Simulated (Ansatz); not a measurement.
# Worked example: C3H9MgN + InH2(OH) → C3H8MgO + InH2(NH2)

Species: C3H9MgN `C[CH](C)[Mg][NH2]`, singlet; InH2(OH), singlet; C3H8MgO `C[CH](C)[Mg][OH]`, singlet; InH2(NH2), singlet. The partners trade NH2 for OH: Mg–NH2 and In–OH bonds give way to Mg–OH and In–NH2.

Shapes, held fixed at every level: PBE0-D4/def2-TZVP. Programs: Ansatz 0.2.0. Electronic energies: no zero-point or thermal term.

At CCSD(T)/def2-TZVPP; 1 Eh = 2625.50 kJ/mol:

| species | energy (Eh) |
| --- | --- |
| C3H9MgN | -374.007839 |
| InH2(OH) | -266.411415 |
| C3H8MgO | -393.893461 |
| InH2(NH2) | -246.543445 |

**Question.** Work out ΔE of the reaction at this level.

**Answer.** 
1. Products less reactants: (-393.893461) + (-246.543445) − [(-374.007839) + (-266.411415)] = -0.017652 Eh = -46.3 kJ/mol.

Other levels give -59.9 (HF/def2-SVP) to -45.9 kJ/mol (PBE0-D4/def2-TZVPP). No measured value is set beside it here. For atoms past krypton def2 sets carry core potentials with scalar relativity. Outer-core shells of In, Mg are correlated in most correlated rows, in sets that cover them unevenly.
